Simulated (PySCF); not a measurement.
Computed XPS line lists of a few unrelated compounds.

Theory: delta-SCF UKS SCAN, pcX-2 on the ionised atom, pcseg-1 elsewhere, spin-free X2C (PySCF). Geometries: PBE0-D3(BJ)/def2-SVP; isolated species, one conformer each.

Line lists (1s up to Mg, 2p3/2 beyond; areas count atoms within a level, one atom standing for each set equivalent by bonding):
1. C 1s: 289.70 (area 1), 289.80 (area 1), 289.95 (area 1), 291.36 (area 2) eV; N 1s: 404.10 eV; Si 2p3/2: 106.10 (area 1), 106.37 (area 1) eV
2. C 1s: 289.82 (area 2), 289.83 (area 2), 289.90 (area 1), 290.02 (area 1), 290.39 (area 1), 290.50 (area 1), 290.59 (area 1) eV
3. B 1s: 194.57 eV; C 1s: 289.06 (area 1), 289.59 (area 2), 290.27 (area 1), 290.46 (area 1), 290.48 (area 1), 290.51 (area 1) eV

Structures:
A. `C1(CCC1)=CB(C)C`
B. `[SiH2](N(C)C)/C=C\[SiH2]C`
C. `CCc1ccc(C)cc1`

Problem. Which list belongs to which compound?

Solution. 
- 1 = B: no other candidate has this set of levels. C 1s: 289.70 alkene CH carbon, 289.80 alkene CH carbon, 289.95 Si-methyl carbon, 291.36 N-methyl carbon (×2); N 1s: 404.10 silicon-bound nitrogen; Si 2p3/2: 106.10 SiH2 silicon, 106.37 SiH2 silicon.
- 2 = C: no other candidate has this set of levels. C 1s: 289.82 aromatic CH carbon (×2), 289.83 aromatic CH carbon (×2), 289.90 substituted aromatic carbon, 290.02 substituted aromatic carbon, 290.39 methyl carbon, 290.50 benzylic-type carbon, 290.59 benzylic-type carbon.
- 3 = A: no other candidate has this set of levels. B 1s: 194.57 three-coordinate boron; C 1s: 289.06 alkene CH carbon, 289.59 sp3 carbon bound to boron (×2), 290.27 fully substituted alkene carbon, 290.46 allylic carbon, 290.48 allylic carbon, 290.51 four-membered-ring carbon.

2p3/2 and 2p1/2 are the ΔSCF energy of one spin-free 2p hole plus the eigenvalues of a spin–orbit and ligand-field matrix of the shell. 2 of these hole states are spin-contaminated (⟨S²⟩ up to 0.87, against 0.75; counted from 0.85) and less certain.
